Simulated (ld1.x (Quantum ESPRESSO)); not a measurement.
**What the settings do to the RRKJ potential of Cd**

Base potential:

```
Element                 : Cd
Generator               : ld1.x (Quantum ESPRESSO) 7.5
Type                    : norm-conserving RRKJ (Kleinman–Bylander form)
Functional              : revPBE
Relativity              : fully relativistic
Frozen core             : [Kr]
Valence charge          : 12
Reference configuration : 4d10 5s1.5 5p0.5
Partial waves           : 5s (bound): rc 2.25 bohr; 4d (bound): rc 1.30 bohr; 5p (bound): rc 2.80 bohr
Local potential         : the p channel
Core correction         : Bessel-smoothed model core, default radius (core density twice the valence density)
rho0                    : 0.01
```

Open shells are filled in proportion to 2j + 1 (rel_dist='average').

All-electron outer shells of the reference configuration (revPBE, scalar-relativistic, ld1.x):

```json
{"shell": "4s", "level (eV)": "-106.95", "outermost node (bohr)": "0.43", "outermost maximum (bohr)": "0.79"}
{"shell": "4p", "level (eV)": "-68.00", "outermost node (bohr)": "0.43", "outermost maximum (bohr)": "0.84"}
{"shell": "4d", "level (eV)": "-12.73", "outermost node (bohr)": "0.42", "outermost maximum (bohr)": "0.98"}
{"shell": "5s", "level (eV)": "-6.25", "outermost node (bohr)": "1.06", "outermost maximum (bohr)": "2.32"}
{"shell": "5p", "level (eV)": "-1.60", "outermost node (bohr)": "1.19", "outermost maximum (bohr)": "3.25"}
```

Cutoffs, loose and tight: the cutoffs (Ry, on a coarse ladder) from which the occupation-weighted sum of valence levels, in a spherical-Bessel basis at the reference potential, stays within 10 and 1 mRy of its value at 400 Ry. They do not see the model core or the augmentation charge, which bear on the density cutoff. Test errors are all-electron minus pseudo excitation energies from the reference, over the configurations 4d10 5s2 5p0; 4d10 5s1 5p0; 4d10 5s0 5p0; 4d10 5s0 5p2; 4d9 5s0 5p0; 4d10 5s1 5p1; 4d9 5s2 5p0. A dash means not determined; rows that change the core or the reference have their own tests.

The default core radius of the base comes out at 0.73 bohr.

| change | outcome | cutoff, loose | cutoff, tight | bound ghosts | largest test error (meV) |
| --- | --- | --- | --- | --- | --- |
| base | generated | 70 Ry | 110 Ry | none | -310 |
| core correction Bessel-smoothed model core inside 1.46 bohr | generated | 70 Ry | 110 Ry | none | -310 |
| functional PBE | generated | 70 Ry | 110 Ry | none | -302 |
| wave 5s (bound): rc 2.25 bohr becomes 5s (bound): rc 2.54 bohr | generated | 70 Ry | 110 Ry | none | -345 |
| core [Kr] 4d10, valence charge 2; reference 5s1 5p0; waves now 5p (bound): rc 2.20 bohr; 5s (bound): rc 2.05 bohr; local potential the s channel; core correction Bessel-smoothed model core inside 1.20 bohr | generated | 8 Ry | 21 Ry | none | -109 |
| type TM; rho0 0 | generated | 80 Ry | 140 Ry | none | -313 |
| reference 4d10 5s2 5p0 | generated | 70 Ry | 110 Ry | none | -1308 |
| all radii but the core radius scaled by about 1.06 (s 2.40, p 2.98, d 1.38 bohr) | generated | 70 Ry | 80 Ry | none | -333 |
| wave 4d (bound): rc 1.30 bohr becomes 4d (bound): rc 1.42 bohr | generated | 70 Ry | 80 Ry | none | -309 |
